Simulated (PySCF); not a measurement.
```xyz
8

O     -1.0922    -1.0565     0.9220
C     -0.9032     0.0913     0.2569
C      0.1547     0.3843    -0.5128
S      1.3961    -0.8388    -0.7994
H     -0.3157    -1.6176     0.7218
H     -1.7183     0.7926     0.4031
H      0.2190     1.3346    -1.0247
H      2.3101    -0.4252     0.1033
```

Charge 0, multiplicity 1.

### Question
Give the Mulliken and meta-Löwdin atomic charges from r2SCAN-D4/def2-TZVP (PySCF).

### Answer

```
atom  Mulliken (e)  meta-Löwdin (e)
----  ------------  ---------------
O1           -0.38            -0.44
C2            0.06             0.12
C3           -0.18            -0.34
S4           -0.24            -0.06
H5            0.31             0.34
H6            0.13             0.14
H7            0.14             0.14
H8            0.15             0.10
```
